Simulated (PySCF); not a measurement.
PySCF 2.14 output of a UHF calculation on a single atom or ion in 6-31G* (4s3p1d, 18 functions), with no relativity, point nucleus:

```
SCF conv_tol = 1e-09
number electrons alpha = 7  beta = 6
cycle= 1 E= -339.618271183032  delta_E= -0.00396  |g|= 0.0246  |ddm|= 0.0597
cycle= 2 E= -339.618792298991  delta_E= -0.000521  |g|= 0.00902  |ddm|= 0.0222
cycle= 3 E= -339.618874034529  delta_E= -8.17e-05  |g|= 0.000261  |ddm|= 0.0134
cycle= 4 E= -339.61887413112  delta_E= -9.66e-08  |g|= 2.92e-05  |ddm|= 0.000969
cycle= 5 E= -339.618874132197  delta_E= -1.08e-09  |g|= 3.03e-06  |ddm|= 0.000119
cycle= 6 E= -339.618874132207  delta_E= -9.95e-12  |g|= 1.66e-07  |ddm|= 1.25e-05
converged SCF energy = -339.618874132207  <S^2> = 0.75902278  2S+1 = 2.0090025
```

The run itself started from symmetry-adapted Hartree-Fock orbitals and held the occupation by maximum overlap, so the iterations belong to that start.

Task: Which element, charge and spin multiplicity is this?

Result: P²⁺ (phosphorus, charge +2), multiplicity 2; the state was [Ne] 3s2 3p1, 2P determinant.
